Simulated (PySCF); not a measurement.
**FeCl2: double against triple zeta**

Base calculation in PySCF with density fitting and no spin–orbit coupling, B3LYP/def2-SVP (no relativity): quintet, D∞h, Fe–Cl 2.153 Å (×2); wavenumbers 71 (×2), 342, 500 cm⁻¹; polar-tensor charge of Fe 1.26 e, atomisation energy (no zero-point energy) 767 kJ/mol.

**Question.** What changes on going to B3LYP/def2-TZVP (no relativity)?

**Answer.** The point group stays the same. Changes: mean bond to Fe -0.007 Å, highest wavenumber -11 cm⁻¹, lowest wavenumber +10 cm⁻¹, polar-tensor charge of Fe -0.02 e, atomisation energy (no zero-point energy) +15 kJ/mol. The new structure has Fe–Cl 2.146 Å (×2), with wavenumbers 81 (×2), 343, 489 cm⁻¹. The larger basis shortens the bonds, as added polarisation functions usually do.

Open d or f shells are single determinants, so the state found may not be the ground state. Only the bonding shown was studied: isomers, or loss of a ligand pair, can lie lower.
